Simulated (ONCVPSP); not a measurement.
## iridium: one change to an ONCV potential, before and after

ONCVPSP 4.0.1 input, shortened (lines: element, Z, core and valence counts, functional; n l f; lmax; l rc ep ncon nbas qcut; lloc lpopt rc5 dvloc0; l nproj debl; icmod fcfact rcfact), PBEsol, fully relativistic:

```
  Ir 77.00    9    5  -116133      upf
    1    0    2.00
    2    0    2.00
    2    1    6.00
    3    0    2.00
    3    1    6.00
    3    2   10.00
    4    0    2.00
    4    1    6.00
    4    2   10.00
    4    3   13.00
    5    0    2.00
    5    1    6.00
    5    2    8.00
    6    0    2.00
    3
    0    1.35    0.00    3    6    7.70
    1    1.30    0.00    3    7    6.10
    2    2.00    0.00    3    8    6.90
    3    1.05    0.00    4    8   19.00
    4    4    0.95   -1.00
    0    2    3.50
    1    2    3.10
    2    1    0.50
    3    1    0.60
    1    0.20    0.00
```

Open shells are filled in proportion to 2j + 1.

Change: p: qcut 8.8.

Cutoffs: the cutoffs (Ha) at which the residual kinetic energy of the hardest occupied pseudo-wave falls to 1 and 0.1 mHa per electron; they do not see the model core or the augmentation charge, which bear on the density cutoff. Errors are all-electron minus pseudo energies relative to the spin-unpolarised reference configuration.

Task: What does the change do?

Result: The potential gets neither clearly harder nor softer (144 Ha and 156 Ha → 144 Ha and 156 Ha); the f channel sets the loose cutoff, while the largest relative change is in p, which becomes softer; of the 4 tests that both files solve, the error grows in 0 and shrinks in 4 by more than 15 % and 0.3 meV (median size 126.9 → 62.0 meV); neither file shows a bound ghost.

| quantity | base | changed |
| --- | --- | --- |
| cutoff, loose | 144 Ha | 144 Ha |
| cutoff, tight | 156 Ha | 156 Ha |
| loose cutoff by channel | s 25 Ha, p 60 Ha, d 17 Ha, f 144 Ha | s 25 Ha, p 31 Ha, d 17 Ha, f 144 Ha |
| bound ghosts | none | none |
| GHOST(+) flags under 300 eV | s at 158.9 eV | s at 158.9 eV |
| error for 4f14 5s2 5p6 5d7 6s2, meV [ΔE -59.53 eV] | +66 | -4.4 |
| error for 4f14 5s2 5p6 5d7 6s1, meV [ΔE -49.59 eV] | +139 | +70 |
| error for 4f14 5s2 5p6 5d7 6s0, meV [ΔE -32.09 eV] | +231 | +164 |
| error for 4f14 5s2 5p6 5d7 6s1 6p1, meV [ΔE -54.20 eV] | +115 | +54 |
| s: phases at 1.37 bohr within 0.05 rad from the reference energy up to (Ha; the scan ends near 5) | 3.5 | 3.5 |
| p3/2: phases at 1.32 bohr within 0.05 rad from the reference energy up to (Ha; the scan ends near 5) | to the end of the scan | to the end of the scan |
| p1/2: phases at 1.32 bohr within 0.05 rad from the reference energy up to (Ha; the scan ends near 5) | to the end of the scan | to the end of the scan |
| d5/2: phases at 2.03 bohr within 0.05 rad from the reference energy up to (Ha; the scan ends near 5) | 2.0 | 2.0 |
| d3/2: phases at 2.03 bohr within 0.05 rad from the reference energy up to (Ha; the scan ends near 5) | 2.3 | 2.3 |
| f7/2: phases at 1.06 bohr within 0.05 rad from the reference energy up to (Ha; the scan ends near 5) | 0.1 | 0.1 |
| f5/2: phases at 1.06 bohr within 0.05 rad from the reference energy up to (Ha; the scan ends near 5) | 0.0 | 0.0 |
| rms error of d²Exc/dni dnj with the model core, mHa | 3.78 | 3.83 |
